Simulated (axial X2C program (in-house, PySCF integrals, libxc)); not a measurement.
## Low determinants of RuH at the PBE0 level, with spin–orbit coupling

All values were computed with an in-house relativistic program for diatomic molecules. Two-component (2c) means X2C with spin–orbit coupling and atomic mean-field two-electron Coulomb and Gaunt terms. Basis: Ru dyall-cv3z [12s12p8d5f3g], H dyall-v3z [6s2p1d] (cores contracted in-house); Gaussian nuclei, density fitting, unrestricted open shells. Masses: Ru 101.904 u, H 1.008 u.

Search at 1.570 Å (vertical energies from the lowest determinant):

```json
{"ΔE (eV)": "0.00", "state": "Ω = 3/2", "electrons beyond evenly filled partner blocks": "ω = 1/2, ω = -3/2, ω = 5/2", "electrons in ±ω = 1/2, 3/2, 5/2, 7/2": "29 13 3 0"}
{"ΔE (eV)": "0.20", "state": "Ω = 9/2", "electrons beyond evenly filled partner blocks": "ω = 1/2, ω = 3/2, ω = 5/2", "electrons in ±ω = 1/2, 3/2, 5/2, 7/2": "29 13 3 0"}
{"ΔE (eV)": "0.44", "state": "Ω = 5/2", "electrons beyond evenly filled partner blocks": "ω = 5/2", "electrons in ±ω = 1/2, 3/2, 5/2, 7/2": "28 14 3 0"}
{"ΔE (eV)": "0.53", "state": "Ω = 3/2", "electrons beyond evenly filled partner blocks": "ω = 3/2", "electrons in ±ω = 1/2, 3/2, 5/2, 7/2": "28 13 4 0"}
{"ΔE (eV)": "0.55", "state": "Ω = 1/2", "electrons beyond evenly filled partner blocks": "ω = 1/2", "electrons in ±ω = 1/2, 3/2, 5/2, 7/2": "29 12 4 0"}
{"ΔE (eV)": "0.58", "state": "Ω = 7/2", "electrons beyond evenly filled partner blocks": "ω = -1/2, ω = 3/2, ω = 5/2", "electrons in ±ω = 1/2, 3/2, 5/2, 7/2": "29 13 3 0"}
{"ΔE (eV)": "0.72", "state": "Ω = 5/2", "electrons beyond evenly filled partner blocks": "ω = 5/2", "electrons in ±ω = 1/2, 3/2, 5/2, 7/2": "30 12 3 0"}
```

Lowest determinant, Ω = 3/2 (⟨Sz⟩ = 1.49, ⟨Lz⟩ = 0.01 at PBE0): Re = 1.584 Å, ωe = 1966.0 cm⁻¹.

The determinant in row 2 of the search, Ω = 9/2 (⟨Sz⟩ = 1.49, ⟨Lz⟩ = 3.01 at PBE0), was followed along the bond at PBE0; measured from the minimum of the lowest determinant it gives:

Te = 0.186 eV (1500 cm⁻¹), Re = 1.612 Å, ωe = 1893.5 cm⁻¹.

The determinant in row 3 of the search, Ω = 5/2 (⟨Sz⟩ = 1.49, ⟨Lz⟩ = 1.01 at PBE0), was followed along the bond at PBE0; measured from the minimum of the lowest determinant it gives:

Te = 0.433 eV (3493 cm⁻¹), Re = 1.612 Å, ωe = 1894.4 cm⁻¹.

Problem. Compare the bond of the determinant in row 2 with that of the lowest one.

Solution. At PBE0 its Re is 0.028 Å longer and its force constant, which goes as ωe², is 0.93 times that of the lowest determinant. T0 ≈ Te + Δωe/2 = 1500 + (-36) = 1464 cm⁻¹.

The search compares states at one distance, so a state with another bond length can lie lower; it is not exhaustive and yields mostly the lowest determinant of each block pattern, so other components and higher states of one pattern are missing. These are energies of single determinants, not of spin-adapted states; PBE0 term energies can be off by some tenths of an eV, and the functional has no current term. The lowest determinant need not be the ground state where others lie within half an eV.
